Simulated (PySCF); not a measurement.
Vertical excitations of a molecule C3H6Se from PySCF 2.14.0 with TDDFT-PBE/def2-SVPD, as energy in eV (oscillator strength): 4.24 (0.024), 4.64 (0.097), 5.13 (0.011), 5.29 (0.012), 5.94 (0.017), 6.02 (0.011), 6.26 (0.013), 6.54 (0.066), 6.64 (0.022), 6.69 (0.010). Lowest triplet (TDA): 3.45 eV. Geometry optimised at B3LYP-D3(BJ)/def2-SVP. The values are those of a single conformer.

Which molecule gave these data?
A. C=CC[SeH]
B. C1C[Se]C1
C. C=C[Se]C
D. [SeH]C1CC1

C, C=C[Se]C
